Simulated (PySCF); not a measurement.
C₂H₇AlO₂Si, SMILES [Al]([OH])(/[CH]=C/[SiH3])[OH].

Geometry: r2SCAN-D4/def2-SVP. The structure was generated by enumeration; whether it is a known compound was not checked. One conformer was computed; it need not be the lowest.

Level of theory: PBE/def2-TZVP in PySCF.

Symmetry labels are those of the subgroup Cs that the program uses (full group Cs).

Question: List the valence orbital energies around the gap with their symmetry. (The exact figures need the calculation; the answer reports its results.)

Answer: 
```tsv
orbital	symmetry	energy (eV)
HOMO−7	A"	-8.43
HOMO−6	A'	-8.42
HOMO−5	A'	-8.13
HOMO−4	A"	-7.80
HOMO−3	A'	-7.37
HOMO−2	A"	-7.29
HOMO−1	A"	-6.79
HOMO	A'	-6.66
LUMO	A"	-2.05
LUMO+1	A'	-1.01
LUMO+2	A'	0.06
LUMO+3	A"	0.44
```
